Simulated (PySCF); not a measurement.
Structure with atom numbers: `[CH3:1][CH2:2][C:3]#[C:4]/[CH:5]=[CH:6]/[CH2:7][F:8]`. Each H is labelled by its parent atom.

Theory: PBE0/pcSseg-1 with gauge-including orbitals, geometry from GFN2-xTB, in PySCF (no solvent, no relativistic terms, averaged over atoms made equivalent by symmetry, fast rotation or ring inversion, single conformer).

Scale: TMS for 13C (reference shieldings calculated alike).

Question: Do the 13C shifts follow the atomic charges (in e)? Tabulate both.

Answer: 
| atoms | hybridisation | δ (ppm) | σ para (ppm) | Hirshfeld | IAO | Mulliken | ESP-fitted |
| --- | --- | --- | --- | --- | --- | --- | --- |
| C6 | sp2 | 145.8 | -217 | -0.04 | -0.15 | -0.28 | -0.16 |
| C5 | sp2 | 115.8 | -194 | -0.05 | -0.16 | -0.21 | -0.03 |
| C3 | sp | 104.1 | -184 | -0.04 | -0.05 | -0.09 | -0.11 |
| C7 | sp3 | 86.8 | -139 | +0.03 | +0.04 | +0.24 | +0.06 |
| C4 | sp | 85.4 | -152 | -0.07 | -0.07 | +0.03 | -0.23 |
| C1 | sp3 | 17.2 | -78 | -0.11 | -0.41 | -0.28 | -0.22 |
| C2 | sp3 | 16.5 | -83 | -0.05 | -0.27 | -0.24 | +0.19 |

Correlation coefficients of δ with charge over these carbons: Hirshfeld +0.40, IAO +0.62, Mulliken +0.14, ESP-fitted -0.28; with the paramagnetic shielding -0.99. With so few points, grouped by hybridisation, these coefficients are fragile. Charge is one influence among several: hybridisation and low-lying excitations act through the paramagnetic term.

Shifts are as computed. Against solution values, carbons near 30 ppm lie about +3 ppm off and those near 130 ppm about +5 ppm. Of 1309 compounds with measured shifts, 239 miss one by over three times the rms of a fit or turn the order of signals round; such compounds aren't used in these exercises.
